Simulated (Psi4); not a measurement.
C$_{4}$H$_{4}$BrF (SMILES CC(F)=C=CBr), singlet, geometry from GFN2-xTB; PBE0/6-31G* (Psi4 1.11).

Here is a job for Psi4.
```
memory 2 GB

molecule mol {
0 1
  C    -2.931792    0.102126   -1.059353
  C    -1.920065   -0.680762   -0.296101
  F    -2.464634   -1.524777    0.613183
  C    -0.628354   -0.653661   -0.466222
  C     0.652509   -0.555309   -0.597538
  Br    1.698987    0.706157    0.399713
  H    -2.443229    0.757638   -1.773116
  H    -3.602507   -0.578010   -1.583595
  H    -3.526664    0.694951   -0.365132
  H     1.255768   -1.141442   -1.271472
}

set basis 6-31g*
set reference rks

energy('pbe0')
print_variables()
```

What the program printed (banner, timings and long lists left out):

```
   => Loading Basis Set <=

    Name: 6-31G*
    Role: ORBITAL
    Keyword: BASIS

         ---------------------------------------------------------
                                   SCF
               by Justin Turney, Rob Parrish, Andy Simmonett
                          and Daniel G. A. Smith
                              RKS Reference
         ---------------------------------------------------------

  ==> Geometry <==

    Molecular point group: c1
    Full point group: C1

    Geometry (in Angstrom), charge = 0, multiplicity = 1:

       Center              X                  Y                   Z               Mass
    ------------   -----------------  -----------------  -----------------  -----------------
         C           -3.071460282596     0.068513122474    -1.120248943812    12.000000000000
         C           -2.059733282596    -0.714374877526    -0.356996943812    12.000000000000
         F           -2.604302282596    -1.558389877526     0.552287056188    18.998403162730
         C           -0.768022282596    -0.687273877526    -0.527117943812    12.000000000000
         C            0.512840717404    -0.588921877526    -0.658433943812    12.000000000000
         BR           1.559318717404     0.672544122474     0.338817056188    78.918337600000
         H           -2.582897282596     0.724025122474    -1.834011943812     1.007825032230
         H           -3.742175282596    -0.611622877526    -1.644490943812     1.007825032230
         H           -3.666332282596     0.661338122474    -0.426027943812     1.007825032230
         H            1.116099717404    -1.175054877526    -1.332367943812     1.007825032230

  Running in c1 symmetry.

  Rotational constants: A =      0.22098  B =      0.02681  C =      0.02579 [cm^-1]
  Rotational constants: A =   6624.68871  B =    803.73283  C =    773.11698 [MHz]
  Nuclear repulsion =  349.700792898905661

  Charge       = 0
  Multiplicity = 1
  Electrons    = 72
  Nalpha       = 36
  Nbeta        = 36

  ==> Algorithm <==

  SCF Algorithm Type is DF.
  DIIS enabled.
  MOM disabled.
  Fractional occupation disabled.
  Guess Type is SAD.
  Energy threshold   = 1.00e-06
  Density threshold  = 1.00e-06
  Integral threshold = 1.00e-12

  ==> Primary Basis <==

  Basis Set: 6-31G*
    Blend: 6-31G*
    Number of shells: 50
    Number of basis functions: 118
    Number of Cartesian functions: 118
    Spherical Harmonics?: false
    Max angular momentum: 2

  ==> DFT Potential <==

   => LibXC <=

    Version 7.1.2
    S. Lehtola, C. Steigemann, M. J. T. Oliveira, and M. A. L. Marques,  SoftwareX 7, 1–5 (2018) (10.1016/j.softx.2017.11.002)

   => Composite Functional: PBE0 <=

    PBE0 Hyb-GGA Exchange-Correlation Functional

    C. Adamo and V. Barone,  J. Chem. Phys. 110, 6158 (1999) (10.1063/1.478522)
    M. Ernzerhof and G. E. Scuseria,  J. Chem. Phys. 110, 5029 (1999) (10.1063/1.478401)

    Deriv               =              1
    GGA                 =           TRUE
    Meta                =          FALSE

    Exchange Hybrid     =           TRUE
    MP2 Hybrid          =          FALSE

   => Exchange Functionals <=

    0.7500   Perdew, Burke & Ernzerhof

   => Exact (HF) Exchange <=

    0.2500               HF

   => Correlation Functionals <=

    1.0000   Perdew, Burke & Ernzerhof

   => LibXC Density Thresholds  <==

    XC_HYB_GGA_XC_PBEH:  1.00E-15

   => Molecular Quadrature <=

    Radial Scheme          =       TREUTLER
    Pruning Scheme         =           NONE
    Nuclear Scheme         =       TREUTLER

    Blocking Scheme        =         OCTREE
    BS radius alpha        =              1
    Pruning alpha          =              1
    Radial Points          =             75
    Spherical Points       =            302
    Total Points           =         213446
    Total Blocks           =           1639
    Max Points             =            256
    Max Functions          =            105
    Weights Tolerance      =       1.00E-15

[...]
  Using in-core AOs.

  ==> MemDFJK: Density-Fitted J/K Matrices <==

    J tasked:                   Yes
    K tasked:                   Yes
    wK tasked:                   No
    Algorithm:                 Core
    Schwarz Cutoff:           1E-12
    Mask sparsity (%):      10.2700
    Fitting Condition:        1E-10

   => Auxiliary Basis Set <=

  Basis Set: (6-31G* AUX)
    Blend: CC-PVDZ-JKFIT
    Number of shells: 203
    Number of basis functions: 714
    Number of Cartesian functions: 714
    Spherical Harmonics?: false
    Max angular momentum: 3

  Minimum eigenvalue in the overlap matrix is 7.2101879169E-04.
  Reciprocal condition number of the overlap matrix is 1.0727954702E-04.
    Using symmetric orthogonalization.

  ==> Pre-Iterations <==

  SCF Guess: Superposition of Atomic Densities via on-the-fly atomic UHF (no occupation information).

   -------------------------
    Irrep   Nso     Nmo
   -------------------------
     A        118     118
   -------------------------
    Total     118     118
   -------------------------

  ==> Iterations <==

                           Total Energy        Delta E     RMS |[F,P]|

   @DF-RKS iter SAD: -2825.75122444971157   -2.82575e+03   0.00000e+00
   @DF-RKS iter   1: -2827.24422898418015   -1.49300e+00   1.41436e-02 DIIS/ADIIS
   @DF-RKS iter   2: -2827.31141949176299   -6.71905e-02   1.25603e-02 DIIS/ADIIS
   @DF-RKS iter   3: -2827.69572615091784   -3.84307e-01   1.42171e-03 DIIS/ADIIS
   @DF-RKS iter   4: -2827.70768446302327   -1.19583e-02   4.27398e-04 DIIS/ADIIS
   @DF-RKS iter   5: -2827.70876088771865   -1.07642e-03   1.07363e-04 DIIS/ADIIS
   @DF-RKS iter   6: -2827.70883808314602   -7.71954e-05   3.31338e-05 DIIS
   @DF-RKS iter   7: -2827.70884586100328   -7.77786e-06   1.04949e-05 DIIS
   @DF-RKS iter   8: -2827.70884657064471   -7.09641e-07   3.31460e-06 DIIS
   @DF-RKS iter   9: -2827.70884665489939   -8.42547e-08   7.76465e-07 DIIS
  Energy and wave function converged.

  ==> Post-Iterations <==

   Electrons on quadrature grid:
      Ntotal   =   72.0000039181 ; deviation = 3.918e-06

    Orbital Energies [Eh]
    ---------------------

    Doubly Occupied:

[...]
    Virtual:

[...]
     118A     90.458383

    Final Occupation by Irrep:
              A
    DOCC [    36 ]
    NA   [    36 ]
    NB   [    36 ]

  @DF-RKS Final Energy: -2827.70884665489939

   => Energetics <=

    Nuclear Repulsion Energy =            349.7007928989056609
    One-Electron Energy =               -4623.8276930721194731
    Two-Electron Energy =                1540.2955049323381900
    DFT Exchange-Correlation Energy =     -93.8774514140241223
    Empirical Dispersion Energy =           0.0000000000000000
    VV10 Nonlocal Energy =                  0.0000000000000000
    Total Energy =                      -2827.7088466548993893

Computation Completed

Properties will be evaluated at   0.000000,   0.000000,   0.000000 [a0]

Properties computed using the SCF density matrix

 Multipole Moments:

 ------------------------------------------------------------------------------------
     Multipole            Electronic (a.u.)      Nuclear  (a.u.)        Total (a.u.)
 ------------------------------------------------------------------------------------

 L = 1.  Multiply by 2.5417464519 to convert [e a0] to [Debye]
 Dipole X            :         18.4677184          -19.0033152           -0.5355968
 Dipole Y            :          4.6194746           -4.5733719            0.0461027
 Dipole Z            :          7.5760972           -8.2855136           -0.7094164
 Magnitude           :                                                    0.8900904

 ------------------------------------------------------------------------------------

  Variable Map:
  ----------------------------------------------------------------------------
[...]
  Array Variable Map:
  ----------------------------------------------------------------------------
[...]
[...]
```
